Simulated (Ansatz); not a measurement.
One change: `BOC(=C)N` becomes `C=[C](N)[GaH][CH3]`.

Ansatz, PBE0-D4/def2-TZVP geometries, multiplicity 1. Each molecule was computed in one conformer, which needn't be the lowest.

Scalar relativity is left out up to krypton.

```json
{"property": "HOMO energy (ωB97M-V/def2-TZVPP) / eV", "`BOC(=C)N`": "-8.51"}
{"property": "HOMO–LUMO gap (B3LYP/def2-TZVPP) / eV", "`BOC(=C)N`": "5.01"}
{"property": "size of the dipole moment (PBE/def2-TZVPP) / D", "`BOC(=C)N`": "2.19"}
{"property": "HOMO energy (PBE/def2-TZVPP) / eV", "`BOC(=C)N`": "-5.24"}
{"property": "LUMO energy (B3LYP/def2-TZVPP) / eV", "`BOC(=C)N`": "-1.11"}
{"property": "HOMO–LUMO gap (PBE/def2-TZVPP) / eV", "`BOC(=C)N`": "3.42"}
```

(1) What does the change do to each property? (Estimate.)

Results:

(1) Computed: 
| property | `C=[C](N)[GaH][CH3]` | shift |
| --- | --- | --- |
| HOMO energy (ωB97M-V/def2-TZVPP) / eV | -8.16 | 0.35 |
| HOMO–LUMO gap (B3LYP/def2-TZVPP) / eV | 4.27 | -0.74 |
| size of the dipole moment (PBE/def2-TZVPP) / D | 0.95 | -1.24 |
| HOMO energy (PBE/def2-TZVPP) / eV | -4.87 | 0.37 |
| LUMO energy (B3LYP/def2-TZVPP) / eV | -1.50 | -0.39 |
| HOMO–LUMO gap (PBE/def2-TZVPP) / eV | 2.85 | -0.57 |

With PBE0 the HOMO rises by 0.35 eV and the LUMO falls by 0.36 eV, so the gap narrows by about 0.71 eV. PBE moves the HOMO by 0.37 eV and ωB97M-V by 0.35 eV. Dipoles are sizes alone; their direction can turn.

B3LYP here is the variant with VWN-RPA as its local correlation; programs differ in this.
